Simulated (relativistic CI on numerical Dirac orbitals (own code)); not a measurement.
# L2,3 absorption of iron in several valence states

Computed multiplet spectra 2p⁶3dⁿ → 2p⁵3dⁿ⁺¹ (Dirac-Coulomb-Breit ions, Slater integrals scaled by 0.8, an assumed crystal field that grows with the charge, no charge transfer; 300 K; Lorentzian 0.4 eV and Gaussian 0.3 eV FWHM at both edges, so that L2 comes out sharper than in experiment). Peaks over 5 % are given in eV from the highest peak in the L3 region of each spectrum (height, largest 100). S of the lowest state is read from ⟨S²⟩, and the branching ratio is the share of L3, cut at the minimum between the edges.

Field parameters in Wybourne normalisation: Td as Oh with Dq negative (B⁴₀ = 21Dq, B⁴₄ = √(5/14) B⁴₀). The field is a parameter set, without covalency.

- Fe²⁺ (d6, Td, 10Dq = -5800 cm⁻¹): S = 2.00, high spin, branching ratio 0.75; peaks -2.0 (10), 0.0 (100), 0.5 (97), 1.3 (59), 2.9 (32), 4.3 (13), 11.3 (12), 12.2 (28), 12.8 (29), 13.5 (30), 14.7 (11), 15.7 (11)
- Fe³⁺ (d5, Td, 10Dq = -7500 cm⁻¹): S = 2.50, high spin, branching ratio 0.77; peaks -2.0 (10), 0.0 (100), 1.4 (40), 4.3 (12), 11.7 (11), 12.6 (17), 14.0 (19), 14.6 (23)
- Fe⁴⁺ (d4, Td, 10Dq = -9200 cm⁻¹): S = 2.00, high spin, branching ratio 0.68; peaks -3.8 (8), -2.6 (13), -1.8 (19), 0.0 (100), 0.8 (88), 2.9 (47), 7.0 (7), 8.0 (26), 9.6 (21), 10.9 (18), 13.2 (36), 13.8 (33), 14.8 (24), 15.7 (12), 16.4 (11)
- Fe⁵⁺ (d3, Td, 10Dq = -10850 cm⁻¹): S = 1.50, branching ratio 0.63; peaks -3.2 (17), -2.4 (21), -0.5 (99), 0.0 (100), 0.9 (71), 1.8 (63), 3.5 (28), 8.3 (34), 9.5 (25), 9.8 (24), 10.5 (34), 11.2 (25), 12.3 (40), 13.1 (41), 15.8 (6)

The centroid of the whole edge, which also moves with the branching ratio, lies at 713.5 (Fe²⁺), 716.3 (Fe³⁺), 720.1 (Fe⁴⁺), 725.0 (Fe⁵⁺) eV in this ionic model, in steps of 2.8 to 4.9 eV. Compounds show about 1 to 2 eV a unit and lower energies for the high valences, since ligands screen the charge. The multiplet shape follows the d count and the spin state, and so serves as a fingerprint of valence.
